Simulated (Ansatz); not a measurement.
`N[Si]1(F)SS1` + H₂ → `N[SiH]1SS1` + H–F at 700 K and 1 bar (hydrogenolysis of the Si–F bond).

Program: Ansatz. Geometries: PBE0-D4/def2-TZVP. ΔE: electronic, gas phase. CCSD(T)/CBS is the MP2 limit (def2-TZVPP, def2-QZVPP) plus CCSD(T) − MP2 in def2-TZVPP, frozen cores. This one scheme is used for every species. One conformer a species, not always the lowest.

```json
{"species": "`N[Si]1(F)SS1`", "CCSD(T)/CBS energy (Eh)": "-1240.46697", "H − E (kJ/mol)": "154.5", "S (J/(mol·K))": "449.2"}
{"species": "H₂", "CCSD(T)/CBS energy (Eh)": "-1.17544", "H − E (kJ/mol)": "46.8", "S (J/(mol·K))": "155.3"}
{"species": "`N[SiH]1SS1`", "CCSD(T)/CBS energy (Eh)": "-1141.20432", "H − E (kJ/mol)": "162.7", "S (J/(mol·K))": "426.6"}
{"species": "H–F", "CCSD(T)/CBS energy (Eh)": "-100.39570", "H − E (kJ/mol)": "45.2", "S (J/(mol·K))": "198.5"}
```

H − E and S are ideal-gas, rigid-rotor, harmonic terms from PBE0-D4/def2-TZVP, for one conformer and one mirror image of each species. The MP2-based limit puts H₂ 0.8 mEh under its directly extrapolated value; such offsets cancel only in part. 1 Eh = 2625.50 kJ/mol, R = 8.31446 J/(mol·K).

**Question.** By hand: ΔE, ΔH, ΔS and ΔG.

**Answer.** ΔE = (-1141.20432) + (-100.39570) − (-1240.46697) − (-1.17544) = 0.04239 Eh = 111.3 kJ/mol. Δ(H − E) = 162.7 + 45.2 − 154.5 − 46.8 = 6.6, so ΔH = 117.9 kJ/mol. ΔS = 426.6 + 198.5 − 449.2 − 155.3 = 20.6 J/(mol·K). ΔG = 117.9 − 700 × (20.6)/1000 = 103.5 kJ/mol.

**Question.** By hand: the equilibrium constant, and the temperature at which ΔG would vanish if ΔH and ΔS stayed fixed.

**Answer.** log₁₀ K = −ΔG/(RT ln 10) = -7.7. ΔG = 0 at ΔH/ΔS = 5723 K, far beyond where these terms or the molecules hold.

ΔH outweighs TΔS. A doubt of 5 kJ/mol in ΔE shifts log₁₀ K by 0.4 here. Other conformers and mirror images would add mixing entropy, several J/(mol·K) or more a flexible species. Modes under 60 cm⁻¹, often nearly free rotors, make the harmonic entropy too high. These are equilibria of isolated gas molecules and say nothing of rates. Largest T1 diagnostic: 0.012 (customary marks: 0.02 for closed shells, 0.045 for open ones).
